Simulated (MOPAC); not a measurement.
A run for MOPAC: PM7 on H2OSn (SMILES [OH][SnH]), a point of a bond scan (R = 2.600 Å).

```
PM7 1SCF PRECISE CHARGE=0 THREADS=1
H2OSn

Sn    -0.18386056 1    -0.15025870 1     0.19526245 1
H     -1.45520735 1     0.01473920 1    -1.07212820 1
O      1.21528417 1     0.79939053 1    -0.86933130 1
H      0.43411436 1     1.61932872 1    -3.21026543 1
```

Output:

```
*******************************************************************************
 **                                                                           **
 **                              MOPAC v23.2.5                                **
 **                                                                           **
 *******************************************************************************
 ** MOPAC's Digital Object Identifier: https://doi.org/10.5281/zenodo.6511958 **
 **                                                                           **
 ** Please cite the open-source release paper for use of this MOPAC version:  **
 ** J. E. Moussa and J. J. P. Stewart (2026)                                  **
 ** MOPAC: An open-source semiempirical molecular orbital program             **
 ** J. Open Source Softw., 11(119), 8025, https://doi.org/10.21105/joss.08025 **
 *******************************************************************************

                              PM7 CALCULATION RESULTS

 *******************************************************************************
 *  PM7        - The PM7 Hamiltonian to be used
 *
 *
 *
 *                 CHARGE ON SYSTEM = 0
 *
 *
 *
 *  PRECISE    - TIGHTER CRITERIA TO BE USED
 *  1SCF       - DO 1 SCF AND THEN STOP
 *  THREADS=1  - MULTI-THREADING NOT USED
 *  T=         - A TIME OF 172800.0 SECONDS REQUESTED
 *  DUMP=N     - RESTART FILE WRITTEN EVERY 7200.0 SECONDS REQUESTED
 *******************************************************************************
PM7 1SCF PRECISE CHARGE=0 THREADS=1
 H2OSn

   ATOM   CHEMICAL          X               Y               Z
  NUMBER   SYMBOL      (ANGSTROMS)     (ANGSTROMS)     (ANGSTROMS)

     1      Sn         -0.18386056  *  -0.15025870  *   0.19526245  *
     2       H         -1.45520735  *   0.01473920  *  -1.07212820  *
     3       O          1.21528417  *   0.79939053  *  -0.86933130  *
     4       H          0.43411436  *   1.61932872  *  -3.21026543  *



          CARTESIAN COORDINATES

    NO.       ATOM           X           Y           Z

     1        Sn         -0.1839     -0.1503      0.1953
     2         H         -1.4552      0.0147     -1.0721
     3         O          1.2153      0.7994     -0.8693
     4         H          0.4341      1.6193     -3.2103

 General Reference for PM7:
 "Optimization of Parameters for Semiempirical Methods VI: More Modifications to the
 NDDO Approximations and Re-optimization of Parameters", J. J. P. Stewart, J. Mol. Mod., 1:32, 19 (2013)
 https://link.springer.com/article/10.1007/s00894-012-1667-x

           Empirical Formula: H2 O Sn  =     4 atoms



      MOLECULAR POINT GROUP   :   Cs


      RHF CALCULATION, NO. OF DOUBLY OCCUPIED LEVELS = 6


 -------------------------------------------------------------------------------
 PM7 1SCF PRECISE CHARGE=0 THREADS=1
 H2OSn



     1SCF WAS SPECIFIED, SO BFGS WAS NOT USED
     SCF FIELD WAS ACHIEVED


                              PM7 CALCULATION
                                                       MOPAC v23.2.5 Linux




          FINAL HEAT OF FORMATION =        180.43381 KCAL/MOL =     754.93508 KJ/MOL


          COSMO AREA              =        105.09 SQUARE ANGSTROMS
          COSMO VOLUME            =         89.57 CUBIC ANGSTROMS

          IONIZATION POTENTIAL    =          7.515204 EV
          HOMO LUMO ENERGIES (EV) =         -7.515 -3.135
          NO. OF FILLED LEVELS    =          6
          MOLECULAR WEIGHT        =        136.7052         POINT GROUP:  Cs

          MOLECULAR DIMENSIONS (Angstroms)

            Atom       Atom       Distance
            H     4   Sn     1     3.88728
            O     3    H     2     2.72460
            O     3   Sn     1     0.00000


          SCF CALCULATIONS        =          1





   ATOM   CHEMICAL          X               Y               Z
  NUMBER   SYMBOL      (ANGSTROMS)     (ANGSTROMS)     (ANGSTROMS)

     1      Sn         -0.18386056  *  -0.15025870  *   0.19526245  *
     2       H         -1.45520735  *   0.01473920  *  -1.07212820  *
     3       O          1.21528417  *   0.79939053  *  -0.86933130  *
     4       H          0.43411436  *   1.61932872  *  -3.21026543  *

                             CARTESIAN COORDINATES

   1   Sn       -0.183860560    -0.150258700     0.195262450
   2    H       -1.455207350     0.014739200    -1.072128200
   3    O        1.215284170     0.799390530    -0.869331300
   4    H        0.434114360     1.619328720    -3.210265430


           Empirical Formula: H2 O Sn  =     4 atoms



      MOLECULAR POINT GROUP   :   Cs


                  EIGENVALUES
 -21.49467 -11.96418 -10.16874  -8.99611  -8.89609  -7.51520  -3.13548   3.08987
   4.70273   5.01710


              NET ATOMIC CHARGES AND DIPOLE CONTRIBUTIONS

  ATOM NO.   TYPE          CHARGE      No. of ELECS.   s-Pop       p-Pop
    1         Sn           0.731690        3.2683     1.66828     1.60003
    2          H          -0.159183        1.1592     1.15918
    3          O          -1.038082        7.0381     1.92295     5.11513
    4          H           0.465576        0.5344     0.53442
 DIPOLE           X         Y         Z       TOTAL
 POINT-CHG.    -4.622    -0.904    -1.338     4.896
 HYBRID         1.552     2.127    -3.519     4.395
 SUM           -3.070     1.223    -4.858     5.875


          ATOMIC ORBITAL ELECTRON POPULATIONS

     Atom    s        px        py        pz
    1 Sn   1.66828   0.54278   0.24498   0.81227
    2  H   1.15918
    3  O   1.92295   1.59871   1.85221   1.66421
    4  H   0.53442

 **********************
 *                    *
 * JOB ENDED NORMALLY *
 *                    *
 **********************




 == MOPAC DONE ==
```

The run finished.

Cost: about 0.020 core-seconds (a rough figure).
